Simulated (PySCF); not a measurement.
Two-photon absorption: SMILES N#CC#CC#CN(C)C, C₇H₆N₂

Molfile (atoms numbered from 1):
```
C7H6N2
     RDKit          3D

 15 14  0  0  0  0  0  0  0  0999 V2000
   -2.1626    1.0036    0.0580 C   0  0  0  0  0  0  0  0  0  0  0  0
   -1.3138   -0.0974    0.4467 N   0  0  0  0  0  0  0  0  0  0  0  0
   -1.9189   -1.4080    0.4392 C   0  0  0  0  0  0  0  0  0  0  0  0
   -0.0109    0.0151    0.3242 C   0  0  0  0  0  0  0  0  0  0  0  0
    1.2015    0.1334    0.2940 C   0  0  0  0  0  0  0  0  0  0  0  0
    2.5312    0.2585    0.2316 C   0  0  0  0  0  0  0  0  0  0  0  0
    3.7462    0.3711    0.1725 C   0  0  0  0  0  0  0  0  0  0  0  0
    5.0877    0.4974    0.1077 C   0  0  0  0  0  0  0  0  0  0  0  0
    6.2353    0.6053    0.0519 N   0  0  0  0  0  0  0  0  0  0  0  0
   -1.6138    1.9393    0.1460 H   0  0  0  0  0  0  0  0  0  0  0  0
   -2.5172    0.8973   -0.9746 H   0  0  0  0  0  0  0  0  0  0  0  0
   -3.0307    1.0372    0.7197 H   0  0  0  0  0  0  0  0  0  0  0  0
   -2.7836   -1.4054    1.1064 H   0  0  0  0  0  0  0  0  0  0  0  0
   -2.2543   -1.6938   -0.5654 H   0  0  0  0  0  0  0  0  0  0  0  0
   -1.2005   -2.1455    0.7918 H   0  0  0  0  0  0  0  0  0  0  0  0
  1  2  1  0
  2  3  1  0
  2  4  1  0
  4  5  3  0
  5  6  1  0
  6  7  3  0
  7  8  1  0
  8  9  3  0
  1 10  1  0
  1 11  1  0
  1 12  1  0
  3 13  1  0
  3 14  1  0
  3 15  1  0
M  END
```

Computed with TDDFT PBE0/def2-SVPD excited states, vertical, gas phase in PySCF 2.14.0. Geometry: GFN2-xTB.

Problem. How strongly do the lowest singlets absorb one photon, and two photons of half the energy?

Solution. δ for parallel linear polarisation; σ at the peak of a Lorentzian of half width 0.1 eV, single beam; Ω is circular over linear.
| state | E (eV) | f | photon λ (nm) | δ (au) | σ (GM) | Ω | main |
| --- | --- | --- | --- | --- | --- | --- | --- |
| S1 | 3.01 | 0.000 | 823 | <0.1 | 0.00 | – | HOMO→LUMO 0.99 |
| S2 | 3.93 | 0.043 | 631 | 216 | 1.22 | 0.73 | HOMO→LUMO+1 0.58, HOMO−1→LUMO 0.41 |
| S3 | 4.56 | 0.000 | 544 | 0.15 | 0.00 | 1.50 | HOMO−1→LUMO+1 0.98 |
| S4 | 5.41 | 0.000 | 459 | 0.22 | 0.00 | 1.50 | HOMO−2→LUMO 0.92 |
| S5 | 5.50 | 0.085 | 451 | 179 | 1.98 | 1.16 | HOMO→LUMO+2 0.91 |

Among these, the strongest one-photon state is S5, the strongest two-photon state S5, with a dipole change of 8.3 D (relaxed, norm of the difference vector).
